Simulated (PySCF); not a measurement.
Method: B3LYP/[Tc def2-SVP with ECP28, N def2-SVP, Cl def2-SVP], scalar-relativistic core potentials, density fitting, no spin–orbit coupling, PySCF.

```xyz
6
charge 0 multiplicity 1, angstrom
Tc   -0.0890   -0.1541    0.0000
N    -0.8885   -1.5389    0.0000
Cl    0.1519    0.2630    2.2649
Cl    0.1519    0.2630   -2.2649
Cl    2.1133   -0.8695    0.0000
Cl   -1.8096    1.3955    0.0000
```

TcNCl₄ (singlet), along the line from Tc1 (at 0) through N2 (at 1.599 Å). Core electrons replaced by a potential are absent, the electrostatic potential uses the reduced nuclear charge, and values within about 0.7 Å of such atoms have no physical meaning.

Q: Tabulate the fields along this line at 0.80, 0.88, 0.96, 1.04, 1.12, 1.20, 1.28, 1.36, 1.44, 1.52, 1.68, 1.76, 1.84, 1.92, 2.00, 2.08, 2.16, 2.24, 2.32, 2.40, 2.48, 2.56 Å.

A: 
```tsv
distance (Å)	electron density (e/Å³)	electron localisation function	electrostatic potential (V)
0.80	2.64	0.491	40
0.88	2.43	0.544	34
0.96	2.48	0.648	33
1.04	2.72	0.736	37.5
1.12	3.14	0.748	48.8
1.20	3.65	0.605	70.2
1.28	4.33	0.263	108
1.36	6.79	0.105	179
1.44	25.9	0.681	334
1.52	175	0.998	868
1.68	174	0.998	867
1.76	25.6	0.651	333
1.84	6.84	0.115	176
1.92	4.26	0.331	104
2.00	3.34	0.734	64.1
2.08	2.55	0.899	40.4
2.16	1.89	0.942	25.8
2.24	1.37	0.953	16.5
2.32	0.976	0.954	10.6
2.40	0.686	0.948	6.84
2.48	0.473	0.937	4.4
2.56	0.322	0.919	2.83
```
